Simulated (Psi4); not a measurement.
BFO, triplet, at a GFN2-xTB geometry (a higher spin typed on purpose: for a closed-shell molecule this is an excited state), with bond 1-2 at 2.0 times its length; PBE0/def2-TZVP (Psi4).

The Psi4 input:
```
memory 2 GB

molecule mol {
0 3
F    -2.035110    1.041317    0.587044
B     0.042679   -0.546825   -0.352135
O     1.094068    0.063613    0.087948
}

set {
  basis def2-tzvp
  reference uks
  guess modhuckel
}

energy('pbe0')
print_variables()
```

It wrote (shortened):

```
   => Loading Basis Set <=

    Name: DEF2-TZVP
    Role: ORBITAL
    Keyword: BASIS

         ---------------------------------------------------------
                                   SCF
               by Justin Turney, Rob Parrish, Andy Simmonett
                          and Daniel G. A. Smith
                              UKS Reference
         ---------------------------------------------------------

  ==> Geometry <==

    Molecular point group: cs
    Full point group: Cs

    Geometry (in Angstrom), charge = 0, multiplicity = 3:

       Center              X                  Y                   Z               Mass
    ------------   -----------------  -----------------  -----------------  -----------------
         F            0.820869782729     1.586276813561     0.000000000000    18.998403162730
         B           -1.022684401308    -0.492849759124     0.000000000000    11.009305360000
         O           -0.271096802867    -1.544915588777     0.000000000000    15.994914619570

  Running in cs symmetry.

  Rotational constants: A =      1.99781  B =      0.15947  C =      0.14768 [cm^-1]
  Rotational constants: A =  59892.76513  B =   4780.85140  C =   4427.43773 [MHz]
  Nuclear repulsion =   36.430296912937202

  Charge       = 0
  Multiplicity = 3
  Electrons    = 22
  Nalpha       = 12
  Nbeta        = 10

  ==> Algorithm <==

  SCF Algorithm Type is DF.
  DIIS enabled.
  MOM disabled.
  Fractional occupation disabled.
  Guess Type is MODHUCKEL.
  Energy threshold   = 1.00e-06
  Density threshold  = 1.00e-06
  Integral threshold = 1.00e-12

  ==> Primary Basis <==

  Basis Set: DEF2-TZVP
    Blend: DEF2-TZVP
    Number of shells: 33
    Number of basis functions: 93
    Number of Cartesian functions: 108
    Spherical Harmonics?: true
    Max angular momentum: 3

  ==> DFT Potential <==

   => LibXC <=

    Version 7.1.2
    S. Lehtola, C. Steigemann, M. J. T. Oliveira, and M. A. L. Marques,  SoftwareX 7, 1–5 (2018) (10.1016/j.softx.2017.11.002)

   => Composite Functional: PBE0 <=

    PBE0 Hyb-GGA Exchange-Correlation Functional

    C. Adamo and V. Barone,  J. Chem. Phys. 110, 6158 (1999) (10.1063/1.478522)
    M. Ernzerhof and G. E. Scuseria,  J. Chem. Phys. 110, 5029 (1999) (10.1063/1.478401)

    Deriv               =              1
    GGA                 =           TRUE
    Meta                =          FALSE

    Exchange Hybrid     =           TRUE
    MP2 Hybrid          =          FALSE

   => Exchange Functionals <=

    0.7500   Perdew, Burke & Ernzerhof

   => Exact (HF) Exchange <=

    0.2500               HF

   => Correlation Functionals <=

    1.0000   Perdew, Burke & Ernzerhof

   => LibXC Density Thresholds  <==

    XC_HYB_GGA_XC_PBEH:  1.00E-15

   => Molecular Quadrature <=

    Radial Scheme          =       TREUTLER
    Pruning Scheme         =           NONE
    Nuclear Scheme         =       TREUTLER

    Blocking Scheme        =         OCTREE
    BS radius alpha        =              1
    Pruning alpha          =              1
    Radial Points          =             75
    Spherical Points       =            302
    Total Points           =          66397
    Total Blocks           =            568
    Max Points             =            255
    Max Functions          =             91
    Weights Tolerance      =       1.00E-15

   => Loading Basis Set <=

    Name: (DEF2-TZVP AUX)
    Role: JKFIT
    Keyword: DF_BASIS_SCF

  ==> Integral Setup <==

  SCF_SUBTYPE=INCORE selected. In-core MEM_DF algorithm will be used.
  Using in-core AOs.

  ==> MemDFJK: Density-Fitted J/K Matrices <==

    J tasked:                   Yes
    K tasked:                   Yes
    wK tasked:                   No
    Algorithm:                 Core
    Schwarz Cutoff:           1E-12
    Mask sparsity (%):       6.2435
    Fitting Condition:        1E-10

   => Auxiliary Basis Set <=

  Basis Set: (DEF2-TZVP AUX)
    Blend: DEF2-UNIVERSAL-JKFIT
    Number of shells: 75
    Number of basis functions: 229
    Number of Cartesian functions: 275
    Spherical Harmonics?: true
    Max angular momentum: 4

  Minimum eigenvalue in the overlap matrix is 6.5817951320E-04.
  Reciprocal condition number of the overlap matrix is 1.4253127723E-04.
    Using symmetric orthogonalization.

  ==> Pre-Iterations <==

  SCF Guess: Huckel guess via on-the-fly atomic UHF (doi:10.1021/acs.jctc.8b01089) with the updated GWH rule from doi:10.1021/ja00480a005.

   -------------------------------------------------------
    Irrep   Nso     Nmo     Nalpha   Nbeta   Ndocc  Nsocc
   -------------------------------------------------------
     A'        63      63      10       8       8       2
     A"        30      30       2       2       2       0
   -------------------------------------------------------
    Total      93      93      12      10      10       2
   -------------------------------------------------------

  ==> Iterations <==

                           Total Energy        Delta E     RMS |[F,P]|

   @DF-UKS iter   1:  -199.03254203491980   -1.99033e+02   1.80419e-02 DIIS/ADIIS
   @DF-UKS iter   2:  -189.83855932780105    9.19398e+00   3.92725e-02 DIIS/ADIIS
   @DF-UKS iter   3:  -199.16065862446143   -9.32210e+00   1.28571e-02 DIIS/ADIIS
   @DF-UKS iter   4:  -199.42903879058164   -2.68380e-01   4.88729e-03 DIIS/ADIIS
   @DF-UKS iter   5:  -199.45003008603447   -2.09913e-02   8.58548e-03 DIIS/ADIIS
   @DF-UKS iter   6:  -199.53574720949138   -8.57171e-02   5.40154e-03 DIIS/ADIIS
   @DF-UKS iter   7:  -199.57257671556533   -3.68295e-02   4.09633e-03 DIIS/ADIIS
   @DF-UKS iter   8:  -199.60814351594607   -3.55668e-02   1.31272e-03 DIIS/ADIIS
   @DF-UKS iter   9:  -199.61188545157688   -3.74194e-03   5.65062e-04 DIIS/ADIIS
   @DF-UKS iter  10:  -199.61275230860812   -8.66857e-04   8.79102e-05 DIIS
   @DF-UKS iter  11:  -199.61284182503064   -8.95164e-05   4.63620e-05 DIIS
   @DF-UKS iter  12:  -199.61287905740022   -3.72324e-05   3.23863e-05 DIIS
   @DF-UKS iter  13:  -199.61291206561413   -3.30082e-05   3.13913e-05 DIIS
   @DF-UKS iter  14:  -199.61294169653652   -2.96309e-05   3.02329e-05 DIIS
   @DF-UKS iter  15:  -199.61301994727387   -7.82507e-05   2.91585e-05 DIIS
   @DF-UKS iter  16:  -199.61313612469414   -1.16177e-04   2.90223e-05 DIIS
   @DF-UKS iter  17:  -199.61310778480384    2.83399e-05   2.76932e-05 DIIS
   @DF-UKS iter  18:  -199.61341948034047   -3.11696e-04   4.61872e-04 DIIS/ADIIS
   @DF-UKS iter  19:  -199.61349021470437   -7.07344e-05   9.68593e-05 DIIS
   @DF-UKS iter  20:  -199.61358664098714   -9.64263e-05   1.90784e-04 DIIS/ADIIS
   @DF-UKS iter  21:  -199.61346957544637    1.17066e-04   5.59232e-05 DIIS
   @DF-UKS iter  22:  -199.61357301417732   -1.03439e-04   2.45226e-04 DIIS/ADIIS
   @DF-UKS iter  23:  -199.61360100537055   -2.79912e-05   1.59201e-04 DIIS/ADIIS
   @DF-UKS iter  24:  -199.61370106507260   -1.00060e-04   2.24818e-04 DIIS/ADIIS
   @DF-UKS iter  25:  -199.61374548251882   -4.44174e-05   1.53579e-04 DIIS/ADIIS
   @DF-UKS iter  26:  -199.61376755721631   -2.20747e-05   1.77341e-04 DIIS/ADIIS
   @DF-UKS iter  27:  -199.61378322844001   -1.56712e-05   1.44697e-04 DIIS/ADIIS
   @DF-UKS iter  28:  -199.61381203529857   -2.88069e-05   9.05197e-06 DIIS
   @DF-UKS iter  29:  -199.61381448041342   -2.44511e-06   3.99258e-05 DIIS
   @DF-UKS iter  30:  -199.61381639895112   -1.91854e-06   2.37697e-05 DIIS
   @DF-UKS iter  31:  -199.61381711961818   -7.20667e-07   1.20488e-05 DIIS
   @DF-UKS iter  32:  -199.61381734971789   -2.30100e-07   1.58933e-07 DIIS
  Energy and wave function converged.

  ==> Post-Iterations <==

   Electrons on quadrature grid:
      Nalpha   =   12.0000060619 ; deviation = 6.062e-06
      Nbeta    =   10.0000038940 ; deviation = 3.894e-06
      Ntotal   =   22.0000099559 ; deviation = 9.956e-06

   @Spin Contamination Metric:   1.414309430E-02
   @S^2 Expected:                2.000000000E+00
   @S^2 Observed:                2.014143094E+00
   @S   Expected:                1.000000000E+00
   @S   Observed:                1.000000000E+00

    Orbital Energies [Eh]
    ---------------------

    Alpha Occupied:

[...]
    Alpha Virtual:

[...]
    Beta Occupied:

[...]
       8Ap    -0.372925

    Beta Virtual:

[...]
    Final Occupation by Irrep:
             Ap   App
    DOCC [     8,    2 ]
    SOCC [     2,    0 ]
    NA   [    10,    2 ]
    NB   [     8,    2 ]

  @DF-UKS Final Energy:  -199.61381734971789

   => Energetics <=

    Nuclear Repulsion Energy =             36.4302969129372016
    One-Electron Energy =                -348.0106141846900414
    Two-Electron Energy =                 129.1596648658543529
    DFT Exchange-Correlation Energy =     -17.1931649438194043
    Empirical Dispersion Energy =           0.0000000000000000
    VV10 Nonlocal Energy =                  0.0000000000000000
    Total Energy =                       -199.6138173497178911

  UHF NO Occupations:
  HONO-2 :    2App 1.9964945
  HONO-1 :    9 Ap 1.0000000
  HONO-0 :   10 Ap 1.0000000
  LUNO+0 :    3App 0.0035055
  LUNO+1 :   11 Ap 0.0024591
  LUNO+2 :   12 Ap 0.0005559
  LUNO+3 :   13 Ap 0.0002891

Computation Completed

Properties will be evaluated at   0.000000,   0.000000,   0.000000 [a0]

Properties computed using the SCF density matrix

 Multipole Moments:

 ------------------------------------------------------------------------------------
     Multipole            Electronic (a.u.)      Nuclear  (a.u.)        Total (a.u.)
 ------------------------------------------------------------------------------------

 L = 1.  Multiply by 2.5417464519 to convert [e a0] to [Debye]
 Dipole X            :         -0.7796610            0.1996148           -0.5800462
 Dipole Y            :          1.8830646           -1.0338355            0.8492291
 Dipole Z            :          0.0000000            0.0000000            0.0000000
 Magnitude           :                                                    1.0284180

 ------------------------------------------------------------------------------------

  Variable Map:
  ----------------------------------------------------------------------------
[...]
  Array Variable Map:
  ----------------------------------------------------------------------------
[...]
[...]
```
